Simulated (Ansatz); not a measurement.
The first iterations of a band of BF2H2N (6 atoms, charge 0, multiplicity 1).

These are results of Ansatz 0.2.0, RKS PBE-D4/def2-SVP, not measurements.

```json
{
  "movable images": "5",
  "climbing image": "yes",
  "spring": "5.0 eV/Å²",
  "optimiser": "quadratic models (default)",
  "start path": "through a guess of the saddle point",
  "force threshold": "0.05 eV/Å",
  "iteration limit": "60",
  "end points": "relaxed"
}
```

Image 0:

```xyz
6
Properties=species:S:1:pos:R:3
B -0.506 0.404 -0.083
F -0.655 1.492 0.688
N 0.581 -0.466 0.094
H 1.294 -0.310 0.803
F -1.431 0.177 -1.027
H 0.716 -1.297 -0.476
```

Image 6:

```xyz
6
Properties=species:S:1:pos:R:3
B -0.604 -0.189 -0.649
F 0.148 1.407 1.273
N 0.454 -0.764 -0.253
H 0.525 0.599 0.921
F -1.676 0.439 -1.013
H 1.153 -1.492 -0.278
```

| iteration | highest image above the first end (eV) | largest band force component (eV/Å) |
| --- | --- | --- |
| 1 | 3.448 | 2.655 |
| 2 | 3.466 | 2.211 |
| 3 | 3.361 | 2.651 |

Question: Does the band converge within its limit, and where does its top end?

Answer: It converged. It ended after 10 iterations with the highest image 3.355 eV above the first end. Neighbouring images differ by up to 1.3 eV, so the band resolves the path poorly. A vibrational analysis at the climbing image gives one clearly imaginary mode, 161i cm⁻¹: a first-order saddle point. The orbitals stay closed-shell, which can raise the energy where a bond breaks towards radicals; this wasn't checked here.

The run took 67 s on 1 thread of Arm Neoverse V1, on a shared host, peak memory 0.11 GiB.
